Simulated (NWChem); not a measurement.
**Correlation energy of H2Be**

```xyz
3

Be     0.0000     0.0000     0.0000
H      0.0000     0.0000     1.3442
H      0.0000     0.0000    -1.3442
```
Charge 0, spin multiplicity 1.

Everything below was run with NWChem. The geometry was optimised at PBE/def2-SVP, a minimum by its harmonic frequencies.

Basis set: def2-SVP. Each correlation energy counts from its own Hartree-Fock reference.

The correlated methods keep 1 core orbital frozen. The structure started from a generated list of species. Coupled-cluster values serve here as a point of comparison, not as the truth.

```json
[
 {"method": "CCSD", "correlation energy (mHa)": "(withheld)"},
 {"method": "CR-CCSD[T]", "correlation energy (mHa)": "-57.8"},
 {"method": "CCSDT", "correlation energy (mHa)": "-57.9"},
 {"method": "CCSD(T)", "correlation energy (mHa)": "-57.8"},
 {"method": "CCSD+T(CCSD)", "correlation energy (mHa)": "-57.8"},
 {"method": "CR-CCSD(T)", "correlation energy (mHa)": "-57.8"},
 {"method": "SCS-MP2", "correlation energy (mHa)": "(withheld)"},
 {"method": "MP2", "correlation energy (mHa)": "(withheld)"}
]
```

Question: What belongs in the gaps?

Answer: 
- CCSD, correlation energy (mHa): -57.5
- SCS-MP2, correlation energy (mHa): -51.3
- MP2, correlation energy (mHa): -43.2
